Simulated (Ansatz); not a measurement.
`[OH][Ga]([SH])[Br]` + H–F → `[OH][Ga]([F])[Br]` + H₂S at 500 K and 1 bar (ligand exchange at a Ga–S bond).

Calculated with Ansatz (gas phase, PBE0-D4/def2-TZVP geometries, no zero-point term in ΔE). CCSD(T)/CBS adds triple-zeta CCSD(T) − MP2 to the extrapolated MP2 energy (def2 sets, frozen cores). This one scheme is used for every species. For Br, Ga outer-core shells are correlated without core-valence functions, which leaves a few kJ/mol of doubt a bond. Scalar relativity is left out up to krypton. One conformer a species, not always the lowest.

```csv
species,CCSD(T)/CBS energy (Eh),H − E (kJ/mol),S (J/(mol·K))
`[OH][Ga]([SH])[Br]`,-4971.54004,103.6,410.3
H–F,-100.39570,39.4,188.7
`[OH][Ga]([F])[Br]`,-4672.95707,78.8,379.6
H₂S,-398.97279,57.0,224.0
```

H − E and S are ideal-gas, rigid-rotor, harmonic terms from PBE0-D4/def2-TZVP, for one conformer and one mirror image of each species. 1 Eh = 2625.50 kJ/mol, R = 8.31446 J/(mol·K).

By hand: ΔE, ΔH, ΔS and ΔG.

ΔE = (-4672.95707) + (-398.97279) − (-4971.54004) − (-100.39570) = 0.00588 Eh = 15.4 kJ/mol. Δ(H − E) = 78.8 + 57.0 − 103.6 − 39.4 = -7.2, so ΔH = 8.2 kJ/mol. ΔS = 379.6 + 224.0 − 410.3 − 188.7 = 4.6 J/(mol·K). ΔG = 8.2 − 500 × (4.6)/1000 = 5.9 kJ/mol.

By hand: the equilibrium constant, and the temperature at which ΔG would vanish if ΔH and ΔS stayed fixed.

log₁₀ K = −ΔG/(RT ln 10) = -0.6. ΔG = 0 at ΔH/ΔS = 1783 K, though so small a ΔH makes that figure unsure.

The number of gas molecules stays the same, so ΔS is small and ΔH decides. The sign of ΔG lies within the doubt. A doubt of 5 kJ/mol in ΔE shifts log₁₀ K by 0.5 here. Other conformers and mirror images would add mixing entropy, several J/(mol·K) or more a flexible species. These are equilibria of isolated gas molecules and say nothing of rates. Largest T1 diagnostic: 0.012 (customary marks: 0.02 for closed shells, 0.045 for open ones).
